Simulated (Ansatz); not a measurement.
Ansatz (a program for electronic structure) input (HF/3-21G): The .json file is the Basis Set Exchange's 3-21G.

Ansatz 0.2 input:
```yaml
crystal:
  periodic: [false, false, false]
  atoms:
    - {symbol: O, position_ang: [1.12597235, 0.31349809, -0.45928207]}
    - {symbol: B, position_ang: [0.00766325, -0.00083978, 0.02086262]}
    - {symbol: O, position_ang: [-1.16366227, -0.30936783, 0.35667418]}
    - {symbol: H, position_ang: [2.03405412, -0.00587611, -0.34018973]}
    - {symbol: H, position_ang: [-1.77085104, -0.02296707, 1.05673972]}
basis:
  gaussian:
    orbitals: 3-21G.json
hamiltonian:
  xc: {name: HF}
total_charge: 1
relax: {f_tol: 0.003, max_steps: 120}
```

### Question
What final total energy does it give?

### Answer
-174.42474 Eh.
